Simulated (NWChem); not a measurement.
System: Si$_{2}$NH$_{5}$F$_{2}$; SMILES F[SiH](F)N[SiH3]

Here is an NWChem input.

```
start job
memory heap 200 mb stack 900 mb global 1100 mb
geometry units angstroms noautosym nocenter noautoz
  Si     0.068249    -2.090630    -0.194005
  N     -0.771260    -0.577866     0.122539
  Si    -0.071423     0.952325     0.413567
  F      1.494309     0.673862     0.634555
  F     -0.189380     1.953713    -0.836194
  H      0.840118    -2.557168     0.986630
  H      1.007283    -1.973017    -1.338275
  H     -0.984556    -3.090044    -0.514966
  H     -1.784652    -0.631223     0.101557
  H     -0.649183     1.657360     1.571814
end
basis spherical
  * library pcsseg-1
end
dft
  xc pbe0
  iterations 150
end
property
  shielding
end
task dft property
```

Excerpt of the output:

```
             Northwest Computational Chemistry Package (NWChem) 7.3.0
             --------------------------------------------------------

                             Geometry "geometry" -> ""
                             -------------------------

 Output coordinates in angstroms (scale by  1.889725989 to convert to a.u.)

  No.       Tag          Charge          X              Y              Z
 ---- ---------------- ---------- -------------- -------------- --------------
    1 Si                  14.0000     0.06824900    -2.09063000    -0.19400500
    2 N                    7.0000    -0.77126000    -0.57786600     0.12253900
    3 Si                  14.0000    -0.07142300     0.95232500     0.41356700
    4 F                    9.0000     1.49430900     0.67386200     0.63455500
    5 F                    9.0000    -0.18938000     1.95371300    -0.83619400
    6 H                    1.0000     0.84011800    -2.55716800     0.98663000
    7 H                    1.0000     1.00728300    -1.97301700    -1.33827500
    8 H                    1.0000    -0.98455600    -3.09004400    -0.51496600
    9 H                    1.0000    -1.78465200    -0.63122300     0.10155700
   10 H                    1.0000    -0.64918300     1.65736000     1.57181400

 Effective nuclear repulsion energy (a.u.)     312.8724876317

                              NWChem Property Module
                              ----------------------

  itol2e modified to match energy
  convergence criterion.

                                 NWChem DFT Module
                                 -----------------

 Summary of "ao basis" -> "ao basis" (spherical)
 ------------------------------------------------------------------------------
       Tag                 Description            Shells   Functions and Types
 ---------------- ------------------------------  ------  ---------------------
 Si                         pcsseg-1                10       24   4s5p1d
 N                          pcsseg-1                 7       17   3s3p1d
 F                          pcsseg-1                 7       17   3s3p1d
 H                          pcsseg-1                 3        5   2s1p

  itol2e modified to match energy
  convergence criterion.

            General Information
            -------------------
          SCF calculation type: DFT
          Wavefunction type:  closed shell.
          No. of atoms     :    10
          No. of electrons :    58
           Alpha electrons :    29
            Beta electrons :    29
          Charge           :     0
          Spin multiplicity:     1
          Use of symmetry is: off; symmetry adaption is: off
          Maximum number of iterations: 150
          AO basis - number of functions:   124
                     number of shells:    56
          Convergence on energy requested:  1.00D-07
          Convergence on density requested:  1.00D-05
          Convergence on gradient requested:  5.00D-04

              XC Information
              --------------
                         PBE0 Method XC Functional
                     Hartree-Fock (Exact) Exchange  0.250
          PerdewBurkeErnzerhof Exchange Functional  0.750
            Perdew 1991 LDA Correlation Functional  1.000 local
           PerdewBurkeErnz. Correlation Functional  1.000 non-local

             Grid Information
             ----------------
          Grid used for XC integration:  fine
          Radial quadrature: Mura-Knowles
          Angular quadrature: Lebedev.
          Tag              B.-S. Rad. Rad. Pts. Rad. Cut. Ang. Pts.
          ---              ---------- --------- --------- ---------
          Si                  1.10      123          12.0       770
          N                   0.65       70           9.0       590
          F                   0.50       70          13.0       590
          H                   0.35       60          13.0       590
          Grid pruning is: on
          Number of quadrature shells:   756
          Spatial weights used:  Erf1

      Superposition of Atomic Density Guess
      -------------------------------------

 Sum of atomic energies:        -833.13492644

      Non-variational initial energy
      ------------------------------

 Total energy =    -834.673244
 1-e energy   =   -1778.072666
 2-e energy   =     630.526935
 HOMO         =      -0.350721
 LUMO         =       0.025448

   convergence    iter        energy       DeltaE   RMS-Dens  Diis-err
 ---------------- ----- ----------------- --------- --------- ---------
 d= 0,ls=0.0,diis     1   -835.9558601594 -1.15D+03  9.10D-03  1.14D+00
 d= 0,ls=0.0,diis     2   -835.9419343233  1.39D-02  4.74D-03  1.48D+00
 d= 0,ls=0.0,diis     3   -836.0576644529 -1.16D-01  7.14D-04  3.72D-02
 d= 0,ls=0.0,diis     4   -836.0600019342 -2.34D-03  2.16D-04  1.82D-03
 d= 0,ls=0.0,diis     5   -836.0601311175 -1.29D-04  8.09D-05  3.53D-04
  Resetting Diis
 d= 0,ls=0.0,diis     6   -836.0601632609 -3.21D-05  1.74D-05  1.19D-05
 d= 0,ls=0.0,diis     7   -836.0601644488 -1.19D-06  3.04D-06  1.48D-07
 d= 0,ls=0.0,diis     8   -836.0601644523 -3.45D-09  1.51D-06  1.21D-07

         Total DFT energy =     -836.060164452277
      One electron energy =    -1781.939172387732
           Coulomb energy =      704.199183699602
    Exchange-Corr. energy =      -71.192663395834
 Nuclear repulsion energy =      312.872487631687

 Numeric. integr. density =       58.000000347170

                       DFT Final Molecular Orbital Analysis
                       ------------------------------------

 Vector   27  Occ=2.000000D+00  E=-3.788404D-01
              MO Center=  1.2D-01, -1.1D+00,  4.6D-01, r^2= 4.9D+00
   Bfn.  Coefficient  Atom+Function         Bfn.  Coefficient  Atom+Function
  ----- ------------  ---------------      ----- ------------  ---------------
   100      0.308579   6 H  s                16      0.258562   1 Si pz
   120     -0.227619  10 H  s               121     -0.162743  10 H  s
   101      0.153531   6 H  s                36      0.145087   2 N  pz
    33      0.140609   2 N  pz              105     -0.136010   7 H  s
    14      0.113703   1 Si px               19      0.103994   1 Si pz

 Vector   28  Occ=2.000000D+00  E=-3.618474D-01
              MO Center= -3.3D-01, -2.1D+00, -3.3D-01, r^2= 3.5D+00
   Bfn.  Coefficient  Atom+Function         Bfn.  Coefficient  Atom+Function
  ----- ------------  ---------------      ----- ------------  ---------------
   110      0.381317   8 H  s                14     -0.265172   1 Si px
   111      0.230384   8 H  s               105     -0.207924   7 H  s
    15     -0.181373   1 Si py              106     -0.120645   7 H  s
   120     -0.116032  10 H  s               100     -0.113645   6 H  s
    32      0.108848   2 N  py               56     -0.099509   3 Si py

[...]

          -----------------------------------------
          Chemical Shielding Tensors (GIAO, in ppm)
          -----------------------------------------

                                NWChem CPHF Module
                                ------------------

  scftype          =     RHF
  nclosed          =       29
  nopen            =        0
  variables        =     2755
  # of vectors     =        3
  tolerance        = 0.10D-03
  level shift      = 0.00D+00
  max iterations   =       50
  max subspace     =       30

 SCF residual:    1.4241848555296335E-004

Iterative solution of linear equations
  No. of variables     2755
  No. of equations        3
  Maximum subspace       30
        Iterations       50
       Convergence  1.0D-04

   iter   nsub   residual    time
   ----  ------  --------  ---------
     1      3    3.89D-01     119.8
     2      6    1.32D-02     131.1
     3      9    8.28D-04     138.4
     4     12    5.49D-05     147.2

      Atom:    1  Si
        Diamagnetic
    878.3125     -2.5919     -0.4771
     -2.5919    885.4652      2.0311
     -0.4771      2.0311    876.0718

        Paramagnetic
   -504.1191    -31.3637     -7.6172
    -31.3637   -440.7580     11.8315
     -7.6172     11.8315   -479.6543

        Total Shielding Tensor
    374.1934    -33.9556     -8.0944
    -33.9556    444.7072     13.8626
     -8.0944     13.8626    396.4175

           isotropic =     405.1060
          anisotropy =      85.6947

          Principal Components and Axis System
                 1           2           3
              462.2359    392.7422    360.3400

      1        -0.3685      0.0229      0.9293
      2         0.8995     -0.2437      0.3627
      3         0.2348      0.9696      0.0692

      Atom:    2  N
        Diamagnetic
    329.7957      0.9469      0.7143
      0.9469    339.2989      7.2840
      0.7143      7.2840    307.5988

        Paramagnetic
    -90.5043     27.0436     12.4598
     27.0436    -75.7546      7.7720
     12.4598      7.7720    -79.5756

        Total Shielding Tensor
    239.2915     27.9905     13.1741
     27.9905    263.5443     15.0560
     13.1741     15.0560    228.0232

           isotropic =     243.6197
          anisotropy =      67.2223

          Principal Components and Axis System
                 1           2           3
              288.4345    223.8423    218.5821

      1         0.5320      0.4227      0.7337
      2         0.7871     -0.5663     -0.2445
      3         0.3122      0.7076     -0.6339

      Atom:    3  Si
        Diamagnetic
    880.7743      0.4182      1.8707
      0.4182    882.2296     -2.0806
      1.8707     -2.0806    876.2860

        Paramagnetic
   -499.4594     13.6225     14.6946
     13.6225   -475.9811     18.0306
     14.6946     18.0306   -484.0853

        Total Shielding Tensor
    381.3148     14.0407     16.5654
     14.0407    406.2485     15.9501
     16.5654     15.9501    392.2007

           isotropic =     393.2547
          anisotropy =      49.7739

          Principal Components and Axis System
                 1           2           3
              426.4373    384.1732    369.1536

      1         0.4248      0.3487      0.8355
      2         0.7244     -0.6844     -0.0826
      3         0.5430      0.6403     -0.5433

      Atom:    4  F
        Diamagnetic
    487.2681     -3.3399      5.0875
     -3.3399    464.0738     -0.2500
      5.0875     -0.2500    458.6431

        Paramagnetic
    -97.0254    -10.2609      2.5631
    -10.2609   -163.3230    -30.7590
      2.5631    -30.7590   -134.0121

        Total Shielding Tensor
    390.2427    -13.6008      7.6506
    -13.6008    300.7508    -31.0090
      7.6506    -31.0090    324.6311

           isotropic =     338.5415
          anisotropy =      84.2027

          Principal Components and Axis System
                 1           2           3
              394.6766    341.9228    279.0251

      1         0.9596     -0.2743      0.0634
      2        -0.2033     -0.5191      0.8302
      3         0.1948      0.8095      0.5538

      Atom:    5  F
        Diamagnetic
    462.9595     -0.9569      2.2603
     -0.9569    475.3893    -15.1345
      2.2603    -15.1345    478.1832

        Paramagnetic
   -181.1739     11.3882     -1.3228
     11.3882   -197.1116    -48.5453
     -1.3228    -48.5453   -139.7360

        Total Shielding Tensor
    281.7856     10.4313      0.9375
     10.4313    278.2777    -63.6798
      0.9375    -63.6798    338.4472

           isotropic =     299.5035
          anisotropy =     119.2878

          Principal Components and Axis System
                 1           2           3
              379.0287    283.4506    236.0313

      1        -0.0495      0.9785     -0.2001
      2        -0.5373      0.1428      0.8312
      3         0.8419      0.1487      0.5187

      Atom:    6  H
        Diamagnetic
     27.0266     -3.7753      5.6967
     -3.7753     28.3267     -4.1861
      5.6967     -4.1861     30.2601

        Paramagnetic
     -1.7046      0.9059     -3.1793
      0.9059     -0.7217      1.8834
     -3.1793      1.8834     -3.3320

        Total Shielding Tensor
     25.3220     -2.8695      2.5174
     -2.8695     27.6050     -2.3026
      2.5174     -2.3026     26.9281

           isotropic =      26.6184
          anisotropy =       7.8205

          Principal Components and Axis System
                 1           2           3
               31.8321     24.9395     23.0836

      1        -0.5058      0.0107      0.8626
      2         0.6514      0.6602      0.3738
      3        -0.5655      0.7510     -0.3409

      Atom:    7  H
        Diamagnetic
     28.8493     -1.1199     -7.2944
     -1.1199     25.7582      1.5325
     -7.2944      1.5325     31.1500

        Paramagnetic
     -2.8537     -0.5966      3.5279
     -0.5966      0.1429     -0.0794
      3.5279     -0.0794     -3.4128

        Total Shielding Tensor
     25.9956     -1.7165     -3.7665
     -1.7165     25.9011      1.4532
     -3.7665      1.4532     27.7372

           isotropic =      26.5446
          anisotropy =       7.5692

          Principal Components and Axis System
                 1           2           3
               31.5908     25.1243     22.9188

      1        -0.5944      0.0758      0.8006
      2         0.3626      0.9139      0.1827
      3         0.7177     -0.3989      0.5707

      Atom:    8  H
        Diamagnetic
     29.4179      5.9601      1.9235
      5.9601     33.3785      2.9090
      1.9235      2.9090     23.9535

        Paramagnetic
     -3.5161     -3.7481     -1.1343
     -3.7481     -3.0102     -1.1033
     -1.1343     -1.1033      0.1582

        Total Shielding Tensor
     25.9018      2.2120      0.7892
      2.2120     30.3684      1.8057
      0.7892      1.8057     24.1117

           isotropic =      26.7940
          anisotropy =       7.4855

          Principal Components and Axis System
                 1           2           3
               31.7843     24.9930     23.6046

      1         0.3700      0.9210     -0.1222
      2         0.8951     -0.3886     -0.2185
      3         0.2487      0.0285      0.9682

      Atom:    9  H
        Diamagnetic
     46.8615      1.7164      0.4387
      1.7164     27.9980      1.3657
      0.4387      1.3657     20.8033

        Paramagnetic
     -5.1262      0.4539      0.1046
      0.4539     -0.2052     -0.8417
      0.1046     -0.8417      2.0932

        Total Shielding Tensor
     41.7352      2.1703      0.5433
      2.1703     27.7928      0.5240
      0.5433      0.5240     22.8965

           isotropic =      30.8082
          anisotropy =      16.9153

          Principal Components and Axis System
                 1           2           3
               42.0850     27.5039     22.8356

      1         0.9880     -0.1536     -0.0174
      2         0.1512      0.9837     -0.0976
      3         0.0321      0.0938      0.9951

      Atom:   10  H
        Diamagnetic
     25.5904     -2.8986     -4.7589
     -2.8986     28.0241      6.5041
     -4.7589      6.5041     32.8792

        Paramagnetic
     -1.4046      1.2978      2.0729
      1.2978     -1.3436     -2.5291
      2.0729     -2.5291     -3.9450

        Total Shielding Tensor
     24.1858     -1.6007     -2.6860
     -1.6007     26.6805      3.9750
     -2.6860      3.9750     28.9342

           isotropic =      26.6002
          anisotropy =       9.6483

          Principal Components and Axis System
                 1           2           3
               33.0324     23.8186     22.9495

      1        -0.3319      0.3806      0.8631
      2         0.5591      0.8163     -0.1450
      3         0.7598     -0.4345      0.4837
```

Level: PBE0/pcSseg-1, GIAO. The geometry was optimised at B3LYP/6-31G* (spherical d). The printed shielding anisotropy is the first printed principal value minus the mean of the other two.
